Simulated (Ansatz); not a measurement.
`Cl[SiH2][SeH]` + H–F → `F[SiH2][SeH]` + HCl at 298.15 K and 1 bar (ligand exchange at the Si–Cl bond).

Isolated molecules relaxed with PBE0-D4/def2-TZVP in Ansatz; ΔE leaves out vibrations. CCSD(T)/CBS adds triple-zeta CCSD(T) − MP2 to the extrapolated MP2 energy (def2 sets, frozen cores). This one scheme is used for every species. For Se outer-core shells are correlated without core-valence functions, which leaves a few kJ/mol of doubt a bond. Scalar relativity is left out up to krypton. Each species was taken in one conformer, which may not be the lowest.

```
        species  CCSD(T)/CBS energy (Eh)  H − E (kJ/mol)  S (J/(mol·K))
`Cl[SiH2][SeH]`              -3151.43476            86.9          325.8
            H–F               -100.39570            33.5          173.6
 `F[SiH2][SeH]`              -2791.46485            89.7          305.5
            HCl               -460.38127            26.6          186.8
```

H − E and S are ideal-gas, rigid-rotor, harmonic terms from PBE0-D4/def2-TZVP, for one conformer and one mirror image of each species. 1 Eh = 2625.50 kJ/mol, R = 8.31446 J/(mol·K).

**Question.** By hand: ΔE, ΔH, ΔS and ΔG.

**Answer.** ΔE = (-2791.46485) + (-460.38127) − (-3151.43476) − (-100.39570) = -0.01566 Eh = -41.1 kJ/mol. Δ(H − E) = 89.7 + 26.6 − 86.9 − 33.5 = -4.1, so ΔH = -45.2 kJ/mol. ΔS = 305.5 + 186.8 − 325.8 − 173.6 = -7.1 J/(mol·K). ΔG = -45.2 − 298.15 × (-7.1)/1000 = -43.1 kJ/mol.

**Question.** By hand: the equilibrium constant, and the temperature at which ΔG would vanish if ΔH and ΔS stayed fixed.

**Answer.** log₁₀ K = −ΔG/(RT ln 10) = 7.6. ΔG = 0 at ΔH/ΔS = 6366 K, far beyond where these terms or the molecules hold.

The number of gas molecules stays the same, so ΔS is small and ΔH decides. A doubt of 5 kJ/mol in ΔE shifts log₁₀ K by 0.9 here. Other conformers and mirror images would add mixing entropy, several J/(mol·K) or more a flexible species. These are equilibria of isolated gas molecules and say nothing of rates. Largest T1 diagnostic: 0.010 (customary marks: 0.02 for closed shells, 0.045 for open ones).
